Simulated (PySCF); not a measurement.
Species: C8H12P (charge -1).
SMILES with atom numbers: `[CH3:1][CH2:2][c:3]1[cH:4][p-:5][c:6]([CH3:7])[c:8]1[CH3:9]` (hydrogens: H10, H11, H12 on C1; H13, H14 on C2; H15 on C4; H16, H17, H18 on C7; H19, H20, H21 on C9)

Computed, not measured: PySCF, PBE0-D3(BJ)/def2-SVP geometry optimisation, gas phase.

(1) Give the optimised bond lengths and angles.

Results:

(1) 
```csv
bond,length (Å),order
C1–C2,1.529,single
C2–C3,1.504,single
C3–C4,1.400,aromatic
C4–P5,1.759,aromatic
P5–C6,1.767,aromatic
C6–C7,1.500,single
C6–C8,1.404,aromatic
C8–C9,1.502,single
C3–C8,1.425,aromatic
"C1–H10, C1–H11, C1–H12",1.103,single
"C2–H13, C2–H14",1.106,single
C4–H15,1.096,single
"C7–H16, C7–H17, C7–H18",1.107,single
"C9–H19, C9–H20, C9–H21",1.106,single
```

Bonds in one row agree within 0.01 Å and their mean is given. Orders are formal, as drawn. A selection of angles:
```csv
angle,degrees
C2–C1–H10,110.2
C2–C1–H11,112.5
H10–C1–H11,108.4
C1–C2–C3,113.9
C1–C2–H13,108.9
C1–C2–H14,108.4
C3–C2–H13,109.1
C3–C2–H14,110.8
H13–C2–H14,105.6
C2–C3–C4,123.6
C2–C3–C8,124.1
C4–C3–C8,112.2
C3–C4–P5,112.9
C3–C4–H15,122.4
P5–C4–H15,124.7
C4–P5–C6,90.0
P5–C6–C7,123.9
P5–C6–C8,112.3
C7–C6–C8,123.8
C6–C7–H16,112.9
C6–C7–H17,111.1
H16–C7–H17,106.9
H16–C7–H18,105.9
C6–C8–C9,123.3
C3–C8–C6,112.6
C3–C8–C9,124.1
C8–C9–H19,112.1
C8–C9–H20,113.3
H19–C9–H20,106.3
H19–C9–H21,106.9
```

Torsions: C1–C2–C3–C4 -99° (anticlinal). The mirror-image conformer, all signs reversed, is as good.

C8 (substituted aromatic carbon) is planar (angles 124.1°, 123.3° and 112.6°, sum 360.0°, 0.01 Å off the plane of its three neighbours). C6 (substituted aromatic carbon) is planar (angles 123.9°, 123.8° and 112.3°, sum 360.0°, 0.00 Å off the plane of its three neighbours). The 5-membered ring C3–C4–P5–C6–C8 has internal angles of 90.0° to 112.9°; it is planar, 0.00 Å rms from its mean plane, widest ring torsion 0°. Of the pairs four or more bonds apart, H14···H19 is among the closest relative to their van der Waals radii: 2.19 Å, 91 % of the sum of Bondi's values. C4 (aromatic CH carbon) is planar (angles 124.7°, 122.4° and 112.9°, sum 360.0°, 0.00 Å off the plane of its three neighbours). C3 (substituted aromatic carbon) is planar (angles 124.1°, 123.6° and 112.2°, sum 359.9°, 0.02 Å off the plane of its three neighbours). The 7 C–C bonds span 1.400 Å (C3–C4, aromatic) to 1.529 Å (C1–C2, drawn single), a spread of 0.129 Å.

Point group: C1 (no symmetry element, even within 0.4 Å). Not checked by PBE0-D3(BJ)/def2-SVP frequencies.
